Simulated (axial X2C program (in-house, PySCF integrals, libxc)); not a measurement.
# Bond lengths and stretching modes, held linear, of HTaH⁺

Computed with an axial X2C code built on PySCF integrals: two-component X2C with atomic mean-field Coulomb and Gaunt terms, Gaussian nuclei, basis H dyall-v3z, Ta dyall-v3z with contracted cores. Spin-free rows use the one-electron spin-free X2C Hamiltonian.

Masses H 1.008, Ta 180.948, H 1.008 u. States: 2c Ω = 1 (beyond evenly filled blocks: ω = -1/2, ω = 3/2); spin-free M_S = 1, Λ = 2 (beyond evenly filled blocks: σα, δ+α).

r2SCAN, spin-free: energies above the lowest point

```
r(H–Ta) (Å)  r(Ta–H) (Å)  E (meV)
     1.7959       1.7959    27.11
     1.7959       1.8420    12.13
     1.7959       1.8881    22.72
     1.8420       1.7959    12.13
     1.8420       1.8420     0.00
     1.8420       1.8881    13.19
     1.8420       1.9341    47.79
     1.8881       1.7959    22.72
     1.8881       1.8420    13.19
     1.8881       1.8881    28.74
     1.9341       1.8420    47.79
     1.9341       1.9341   104.10
```

Fit a quadratic surface with cubic terms in each bond: where is the minimum, and what are the two stretching wavenumbers?

At r2SCAN, spin-free: bonds 1.840 and 1.840 Å; harmonic stretches 1716.4 and 1873.8 cm⁻¹; force constants 1.91, 1.91 and coupling 0.18 mdyn/Å.

The other levels and Hamiltonians give:

```csv
Hamiltonian,level,r(H–Ta) (Å),r(Ta–H) (Å),lower stretch (cm⁻¹),upper stretch (cm⁻¹)
2c,PBE0,1.841,1.841,1675.4,1869.5
2c,HF,1.848,1.848,1756.2,1928.3
2c,r2SCAN,1.839,1.839,1712.2,1868.9
2c,MP2,1.831,1.831,1757.1,1931.8
spin-free,PBE0,1.843,1.843,1689.9,1876.3
spin-free,HF,1.849,1.849,1764.9,1936.2
spin-free,MP2,1.833,1.833,1772.5,1943.4
```

Each state is one determinant, the lowest of a limited PBE0 search; the stretches come from a fit to these few points and carry an uncertainty of a few per cent. Other orders of the atoms were not compared. MP2 freezes inner shells (threshold -2 hartree). The molecule was held linear; bending was not examined, so a bent shape may lie lower. Open-shell Ω = 0 determinants with evenly filled partner blocks cannot be reached by this program, so the Ω shown need not be the lowest component. Note: functional without a current term on a determinant with orbital currents, of the molecule or an atom. Note: several unpaired electrons, one determinant need not be a pure state.
